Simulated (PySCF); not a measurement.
## Single point on BeN

State: ⁴Σ⁻ (quartet), unpaired electrons σ ↑, π ↑↑.

An equivalent input (the run itself took its basis sets from the Basis Set Exchange, started from a PBE0 density and held the occupation σ 5α 4β, πx 1α 0β, πy 1α 0β):

```python
from pyscf import gto, scf, cc
mol = gto.M(atom='Be 0 0 0; N 0 0 1.609', basis={'Be': 'def2-TZVP', 'N': 'def2-TZVP'},
            charge=0, spin=3, verbose=4, symmetry='C2v')
mf = scf.UHF(mol)
mf.irrep_nelec = {'A1': (5, 4), 'B1': (1, 0), 'B2': (1, 0)}
mf.conv_tol = 1e-9
mf.max_cycle = 60
mf.diis_space = 10
mf.kernel()
mycc = cc.CCSD(mf, frozen=[[0, 49], [0, 49]])
mycc.run(conv_tol=1e-7, conv_tol_normt=1e-5, max_cycle=80, diis_space=8)
et = mycc.ccsd_t()
```

The SCF ended at -69.01120654 hartree. The coupled-cluster part of the log:

```
******** <class 'pyscf.cc.uccsd.UCCSD'> ********
CC2 = 0
CCSD nocc = (6, 3), nmo = (48, 48)
frozen orbitals [[0, 49], [0, 49]]
max_cycle = 80
direct = 0
conv_tol = 1e-07
conv_tol_normt = 1e-05
diis_space = 8
diis_start_cycle = 0
diis_start_energy_diff = 1e+09
Init t2, MP2 energy = -0.171071205971846
Init E_corr(UCCSD) = -0.171071205973081
cycle = 1  E_corr(UCCSD) = -0.187759003052833  dE = -0.0166877971  norm(t1,t2) = 0.0491575
cycle = 2  E_corr(UCCSD) = -0.191796257031962  dE = -0.00403725398  norm(t1,t2) = 0.021651
cycle = 3  E_corr(UCCSD) = -0.194146786860402  dE = -0.00235052983  norm(t1,t2) = 0.0139273
cycle = 4  E_corr(UCCSD) = -0.1944649286806  dE = -0.00031814182  norm(t1,t2) = 0.00482981
cycle = 5  E_corr(UCCSD) = -0.194303616080134  dE = 0.0001613126  norm(t1,t2) = 0.00286008
cycle = 6  E_corr(UCCSD) = -0.194359854020414  dE = -5.62379403e-05  norm(t1,t2) = 0.00106289
cycle = 7  E_corr(UCCSD) = -0.194372815041231  dE = -1.29610208e-05  norm(t1,t2) = 0.000487128
cycle = 8  E_corr(UCCSD) = -0.194362404177272  dE = 1.0410864e-05  norm(t1,t2) = 0.000150377
cycle = 9  E_corr(UCCSD) = -0.194363103162673  dE = -6.98985402e-07  norm(t1,t2) = 4.747e-05
cycle = 10  E_corr(UCCSD) = -0.194363246383294  dE = -1.43220621e-07  norm(t1,t2) = 2.18812e-05
cycle = 11  E_corr(UCCSD) = -0.194363545997902  dE = -2.99614608e-07  norm(t1,t2) = 1.00483e-05
cycle = 12  E_corr(UCCSD) = -0.194363484539077  dE = 6.14588248e-08  norm(t1,t2) = 4.14606e-06
UCCSD converged
E(UCCSD) = -69.20557001981349  E_corr = -0.1943634845390774
UCCSD(T) correction = -0.00543648283178604
```

T1 diagnostic 0.018, D1 0.049, 9 electrons correlated, 1 of the virtual orbitals (those above 20 hartree) left out.

Repeating this along the bond gives Re = 1.618 Å and ωe = 912 cm⁻¹.

A point of this curve took 2.5 CPU seconds beside 0.042 for the integrals, on Oxide Virtual Turin-like (shared host).

Correlated steps freeze 1 core orbital. The state is the lowest determinant that a PBE0 search found; another state may lie lower at other levels.
